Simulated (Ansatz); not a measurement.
C2H6AlClFN (SMILES C[N](C)[Al]([F])[Cl]), singlet, geometry from GFN2-xTB (such geometries of metal compounds can be far from the true shape); PBE/def2-TZVP in Ansatz (a program for electronic structure).

Input for Ansatz:
Ansatz 0.2 input:
```yaml
crystal:
  periodic: [false, false, false]
  atoms:
    - {symbol: Al, position_ang: [0.47346507, -0.34938880, 0.04888445]}
    - {symbol: F, position_ang: [1.72548010, -0.88499462, -0.88579139]}
    - {symbol: Cl, position_ang: [0.31268731, -0.93936302, 1.97387270]}
    - {symbol: N, position_ang: [-0.68109948, 0.75316762, -0.75683937]}
    - {symbol: C, position_ang: [-0.53643935, 1.15818631, -2.14413183]}
    - {symbol: C, position_ang: [-1.84564576, 1.33485039, -0.11623715]}
    - {symbol: H, position_ang: [-1.40752360, 0.85226000, -2.73369815]}
    - {symbol: H, position_ang: [-0.43183065, 2.24559431, -2.22517502]}
    - {symbol: H, position_ang: [0.35262795, 0.68802549, -2.56174411]}
    - {symbol: H, position_ang: [-1.78980753, 2.42903333, -0.12362619]}
    - {symbol: H, position_ang: [-2.76507306, 1.03630941, -0.63192655]}
    - {symbol: H, position_ang: [-1.89823712, 0.99456128, 0.91704820]}
basis:
  gaussian:
    orbitals: def2-TZVP
hamiltonian:
  xc: pbe
```

It wrote (shortened):

```
Functional definition: PBE
1450 factors; their error is unknown
mean field evaluation 1: about -25473.0364 eV, gradient 8.9e1 eV
mean field evaluation 2: about -25391.2465 eV, gradient 1.9e2 eV
mean field evaluation 4: about -25489.2822 eV, gradient 2.1e1 eV
mean field evaluation 8: about -25489.9810 eV, gradient 1.2e-1 eV
mean field evaluation 16: about -25489.9481 eV, gradient 4.0e-4 eV
mean field -25489.94812752 eV, -936.7383159789 hartree, gradient 6.7e-5 eV, S^2 0.000000; 0 other end points of the search recorded, 0 dependent functions left out
reference -25489.94817833 eV, -936.7383178462 hartree; 32, 32 occupied and 202, 202 virtual orbitals, 1450 factors
Total energy: -25489.94817833 eV, -936.7383178462 hartree
```
